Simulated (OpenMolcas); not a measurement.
How methods differ on C2H6AlCl (dimethylaluminum chloride)

C2H6AlCl: 10 atoms, total charge 0, spin state singlet. As SMILES, `[CH3][Al]([CH3])[Cl]`. The coordinates come from a PBE0-D4/def2-TZVP relaxation.

Quantity: the vertical ionisation energy (to the doublet cation), in eV. The values are calculated.

| level | kind | program | value (eV) | less CCSD(T)/cc-pVDZ |
| --- | --- | --- | --- | --- |
| HF/cc-pVDZ | Hartree–Fock | OpenMolcas | 9.57 | -0.42 |
| SVWN5/cc-pVDZ | LDA | OpenMolcas | 9.56 | -0.43 |
| PBE/cc-pVDZ | GGA | OpenMolcas | 9.43 | -0.56 |
| r2SCAN/cc-pVDZ | meta-GGA | OpenMolcas | 9.63 | -0.36 |
| B3LYP/cc-pVDZ | global hybrid | OpenMolcas | 9.75 | -0.24 |
| BHLYP/cc-pVDZ | global hybrid | OpenMolcas | 10.02 | +0.03 |
| PBE0/cc-pVDZ | global hybrid | OpenMolcas | 9.82 | -0.17 |
| CCSD(T)/cc-pVDZ, open shells restricted | coupled cluster or CI | OpenMolcas | 9.99 | 0.00 |

CCSD(T)/cc-pVDZ, open shells restricted is the highest level here, not the true value. The values span 9.43 to 10.02 eV.
